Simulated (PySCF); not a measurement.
C9H10, SMILES c1ccc(C2CC2)cc1, singlet, GFN2-xTB optimised geometry.

```
19

C      2.11    -1.57     3.39
C      0.91    -0.91     3.57
C      0.16    -0.49     2.49
C      0.60    -0.73     1.19
C     -0.16    -0.30     0.00
C     -1.67    -0.30     0.00
C     -0.93     1.00     0.00
C      1.81    -1.40     1.02
C      2.56    -1.81     2.10
H      2.69    -1.89     4.24
H      0.55    -0.71     4.57
H     -0.77     0.02     2.65
H      0.31    -0.57    -0.94
H     -2.18    -0.61     0.90
H     -2.17    -0.60    -0.90
H     -0.92     1.59     0.90
H     -0.93     1.59    -0.90
H      2.18    -1.59     0.01
H      3.50    -2.32     1.95
```

Density from PBE/def2-SVP run with PySCF at that geometry.

Minimum of the electron density along straight lines between bonded atoms, close to the bond critical point (lines longer than 1.1 times the sum of covalent radii, or with two minima, are not listed):

```json
[
 {"bond": "C1–C2", "length / Å": "1.384", "ρ at the minimum / e bohr⁻³": "0.309", "∇²ρ there / e bohr⁻⁵": "-0.77", "position (fraction from the first atom)": "0.50"},
 {"bond": "C2–C3", "length / Å": "1.383", "ρ at the minimum / e bohr⁻³": "0.310", "∇²ρ there / e bohr⁻⁵": "-0.76", "position (fraction from the first atom)": "0.50"},
 {"bond": "C3–C4", "length / Å": "1.392", "ρ at the minimum / e bohr⁻³": "0.305", "∇²ρ there / e bohr⁻⁵": "-0.74", "position (fraction from the first atom)": "0.50"},
 {"bond": "C4–C5", "length / Å": "1.479", "ρ at the minimum / e bohr⁻³": "0.261", "∇²ρ there / e bohr⁻⁵": "-0.59", "position (fraction from the first atom)": "0.50"},
 {"bond": "C5–C6", "length / Å": "1.507", "ρ at the minimum / e bohr⁻³": "0.233", "∇²ρ there / e bohr⁻⁵": "-0.34", "position (fraction from the first atom)": "0.50"},
 {"bond": "C5–C7", "length / Å": "1.507", "ρ at the minimum / e bohr⁻³": "0.233", "∇²ρ there / e bohr⁻⁵": "-0.34", "position (fraction from the first atom)": "0.50"},
 {"bond": "C6–C7", "length / Å": "1.492", "ρ at the minimum / e bohr⁻³": "0.240", "∇²ρ there / e bohr⁻⁵": "-0.37", "position (fraction from the first atom)": "0.50"},
 {"bond": "C4–C8", "length / Å": "1.392", "ρ at the minimum / e bohr⁻³": "0.305", "∇²ρ there / e bohr⁻⁵": "-0.74", "position (fraction from the first atom)": "0.50"},
 {"bond": "C1–C9", "length / Å": "1.384", "ρ at the minimum / e bohr⁻³": "0.309", "∇²ρ there / e bohr⁻⁵": "-0.76", "position (fraction from the first atom)": "0.50"},
 {"bond": "C8–C9", "length / Å": "1.383", "ρ at the minimum / e bohr⁻³": "0.310", "∇²ρ there / e bohr⁻⁵": "-0.77", "position (fraction from the first atom)": "0.50"},
 {"bond": "C1–H10", "length / Å": "1.080", "ρ at the minimum / e bohr⁻³": "0.280", "∇²ρ there / e bohr⁻⁵": "-1.04", "position (fraction from the first atom)": "0.63"},
 {"bond": "C2–H11", "length / Å": "1.081", "ρ at the minimum / e bohr⁻³": "0.280", "∇²ρ there / e bohr⁻⁵": "-1.04", "position (fraction from the first atom)": "0.63"},
 {"bond": "C3–H12", "length / Å": "1.080", "ρ at the minimum / e bohr⁻³": "0.280", "∇²ρ there / e bohr⁻⁵": "-1.03", "position (fraction from the first atom)": "0.63"},
 {"bond": "C5–H13", "length / Å": "1.084", "ρ at the minimum / e bohr⁻³": "0.279", "∇²ρ there / e bohr⁻⁵": "-1.01", "position (fraction from the first atom)": "0.63"},
 {"bond": "C6–H14", "length / Å": "1.079", "ρ at the minimum / e bohr⁻³": "0.279", "∇²ρ there / e bohr⁻⁵": "-1.03", "position (fraction from the first atom)": "0.63"},
 {"bond": "C6–H15", "length / Å": "1.080", "ρ at the minimum / e bohr⁻³": "0.279", "∇²ρ there / e bohr⁻⁵": "-1.03", "position (fraction from the first atom)": "0.63"},
 {"bond": "C7–H16", "length / Å": "1.079", "ρ at the minimum / e bohr⁻³": "0.279", "∇²ρ there / e bohr⁻⁵": "-1.03", "position (fraction from the first atom)": "0.63"},
 {"bond": "C7–H17", "length / Å": "1.080", "ρ at the minimum / e bohr⁻³": "0.279", "∇²ρ there / e bohr⁻⁵": "-1.02", "position (fraction from the first atom)": "0.63"},
 {"bond": "C8–H18", "length / Å": "1.081", "ρ at the minimum / e bohr⁻³": "0.280", "∇²ρ there / e bohr⁻⁵": "-1.04", "position (fraction from the first atom)": "0.63"},
 {"bond": "C9–H19", "length / Å": "1.080", "ρ at the minimum / e bohr⁻³": "0.280", "∇²ρ there / e bohr⁻⁵": "-1.04", "position (fraction from the first atom)": "0.63"}
]
```
